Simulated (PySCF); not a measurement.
Job file and geometry (Å, from GFN2-xTB) of an NMR shielding run on SMILES COC(=O)P(C)CCP, C5H12O2P2, GIAO PBE0/pcSseg-1 NMR shielding, non-relativistic, gas phase in PySCF; density fitting, a coarse starting grid and PySCF grid level 2 are the driver's defaults:

```
$ OMP_NUM_THREADS=1 python probes_run.py task.json out

{"job": {"kind": "nmr", "xc": "PBE0", "basis": "pcSseg-1"}, "charge": 0, "multiplicity": 1}
C      3.824930    -0.140537     0.254096
O      2.453522    -0.069911     0.632066
C      1.543093    -0.368320    -0.290557
O      1.780272    -0.695726    -1.422648
P     -0.125812    -0.334381     0.506469
C     -0.040160     1.391406     1.168608
C     -1.098339    -0.056710    -1.058852
C     -2.556597    -0.475078    -0.910347
P     -3.396400     0.406506     0.502365
H      4.390477    -0.336030     1.162114
H      3.970234    -0.940301    -0.473846
H      4.136957     0.808094    -0.186882
H      0.308035     2.089319     0.407788
H      0.636455     1.407541     2.020627
H     -1.037878     1.679278     1.499222
H     -0.617337    -0.655230    -1.839006
H     -1.029899     0.998307    -1.340422
H     -2.629462    -1.553442    -0.751090
H     -3.106216    -0.224166    -1.823943
H     -4.560598    -0.358832     0.440623
H     -2.854198    -0.400141     1.503146
```

Q: What does the program print?

A: 
```
coarse grid: 18296 points
cycle   1  E = -1029.9545744689  dE =  1.089e+00  |g| = 8.767e-01  |ddm| = 4.082e+00
cycle   2  E = -1029.6179972337  dE =  3.366e-01  |g| = 1.596e+00  |ddm| = 1.639e+00
cycle   3  E = -1030.0869602462  dE = -4.690e-01  |g| = 2.785e-01  |ddm| = 1.235e+00
cycle   4  E = -1030.1009012007  dE = -1.394e-02  |g| = 9.133e-02  |ddm| = 2.384e-01
cycle   5  E = -1030.1022753636  dE = -1.374e-03  |g| = 2.063e-02  |ddm| = 6.340e-02
cycle   6  E = -1030.1023658252  dE = -9.046e-05  |g| = 5.915e-03  |ddm| = 2.206e-02
cycle   7  E = -1030.1023737298  dE = -7.905e-06  |g| = 1.628e-03  |ddm| = 6.763e-03
final grid: 166776 points
cycle   8  E = -1030.1780619249  dE = -2.812e-05  |g| = 1.513e-02  |ddm| = 3.694e-02
cycle   9  E = -1030.1780108603  dE =  5.106e-05  |g| = 2.216e-02  |ddm| = 2.502e-02
cycle  10  E = -1030.1781073670  dE = -9.651e-05  |g| = 2.437e-03  |ddm| = 1.568e-02
cycle  11  E = -1030.1781084760  dE = -1.109e-06  |g| = 4.630e-04  |ddm| = 1.846e-03
cycle  12  E = -1030.1781085126  dE = -3.657e-08  |g| = 1.949e-04  |ddm| = 5.161e-04
cycle  13  E = -1030.1781085201  dE = -7.494e-09  |g| = 3.687e-05  |ddm| = 1.679e-04
cycle  14  E = -1030.1781085204  dE = -3.365e-10  |g| = 1.175e-05  |ddm| = 5.536e-05
converged SCF energy = -1030.1781085204

GIAO shielding tensors (ppm)
atom      isotropic    diamagn.    paramagn.     s11        s22        s33       span
  0 C      134.505     241.313    -106.808     99.074    122.685    181.755     82.681
  1 O      141.123     404.447    -263.325    -45.259    221.049    247.578    292.837
  2 C       -1.997     261.519    -263.516   -101.709     28.822     66.897    168.606
  3 O     -121.545     404.279    -525.824   -456.729   -219.431    311.525    768.254
  4 P      368.190     969.421    -601.231    282.330    343.260    478.980    196.649
  5 C      169.996     254.305     -84.309    154.121    172.520    183.346     29.225
  6 C      153.972     255.067    -101.095    143.945    153.401    164.571     20.626
  7 C      170.415     250.250     -79.835    157.411    164.690    189.144     31.734
  8 P      502.519     965.610    -463.091    446.193    487.888    573.476    127.284
  9 H       28.098      26.881       1.218     23.840     26.374     34.081     10.242
 10 H       26.908      27.375      -0.467     22.827     25.649     32.248      9.421
 11 H       28.228      27.616       0.612     23.594     26.191     34.899     11.305
 12 H       30.389      32.660      -2.271     26.864     28.230     36.075      9.211
 13 H       30.048      31.611      -1.563     25.087     27.723     37.335     12.248
 14 H       30.087      31.035      -0.948     24.029     30.112     36.120     12.091
 15 H       28.804      33.984      -5.180     22.219     28.962     35.231     13.012
 16 H       30.141      34.009      -3.868     26.108     30.257     34.060      7.951
 17 H       29.292      31.513      -2.221     23.684     28.645     35.546     11.862
 18 H       30.067      29.562       0.505     23.928     28.263     38.011     14.082
 19 H       28.901      28.639       0.262     23.756     26.047     36.901     13.145
 20 H       28.886      29.665      -0.779     23.574     29.395     33.688     10.114
```

Size and cost of the density-fitted run: 227 basis functions, 38 s wall time on 1 thread of an Arm Neoverse V2, shared host; peak memory 0.98 GiB.
